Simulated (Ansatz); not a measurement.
Species: C₂H₅GeO₂, charge -1, multiplicity 1. It need not be the lowest isomer of its formula. Whether it binds its extra electron was not tested at this geometry. 
Geometry from a B3LYP-D3(BJ)/def2-TZVP (Ansatz, a program for electronic structure) optimisation:
```
C
O 1 1.2207
O 1 1.2972 2 128.13
C 1 1.5340 2 120.24 3 180.00
H 4 1.0892 1 110.46 2 0.00
H 4 1.0922 5 109.86 1 121.15
H 4 1.0922 5 109.86 6 117.71
Ge 3 2.0057 1 128.77 2 0.00
H 8 1.6163 3 95.38 1 46.12
H 8 1.6163 9 91.71 3 95.57
```
Charge -1, spin multiplicity 1.

Total electronic energies in hartree. Cores are frozen in the correlated levels unless marked. No spin-orbit coupling. The frozen core is the preceding noble-gas configuration, with the filled d and f shells of earlier blocks. No relativistic terms. Basis-set limits of correlation are two-point, X^-3; Hartree-Fock from the larger set.

```csv
level,program,energy (Eh)
HF/aug-cc-pVTZ,Ansatz,-2303.91216
r2SCAN-D4/def2-TZVPD,Ansatz + dftd4,-2306.70967
PBE0/def2-SVP,Ansatz,-2305.78216
PBE0/def2-TZVP,Ansatz,-2306.31130
PBE0/def2-TZVPD,Ansatz,-2306.31633
r2SCANh-D4/def2-TZVPD,Ansatz + dftd4,-2306.68650
r2SCAN0-D4/def2-TZVPD,Ansatz + dftd4,-2306.65367
HSE06-D3(BJ)/def2-TZVPD,Ansatz + dftd3,-2306.31019
HSE06-D4/def2-TZVPD,Ansatz + dftd4,-2306.31199
CAM-B3LYP-D3(BJ)/def2-TZVPD,Ansatz + dftd3,-2306.87546
LC-wPBE-D3(BJ)/def2-TZVPD,Ansatz + dftd3,-2306.42396
LC-wPBE-D4/def2-TZVPD,Ansatz + dftd4,-2306.42653
B2GP-PLYP-D4/def2-TZVPD,Ansatz + dftd4,-2306.06386
B2PLYP-D3(BJ)/def2-TZVPD,Ansatz + dftd3,-2306.25962
MP2/6-31G,Ansatz,-2303.81256
MP2/cc-pVDZ,Ansatz,-2304.49671
"MP2/CBS(aug-cc-pVTZ,aug-cc-pVQZ)",Ansatz,-2304.9739
SCS-MP2/6-31G,Ansatz,-2303.80740
SCS-MP2/aug-cc-pVDZ,Ansatz,-2304.55495
SCS-MP2/cc-pVDZ,Ansatz,-2304.48416
CCSD/cc-pVDZ,Ansatz,-2304.53890
CCSD(T)/aug-cc-pVQZ,Ansatz,-2304.99637
"CCSD(T)/CBS(aug-cc-pVTZ,aug-cc-pVQZ)",Ansatz,-2305.0327
```

Totals of different functionals don't rank their quality; only differences between species are comparable.
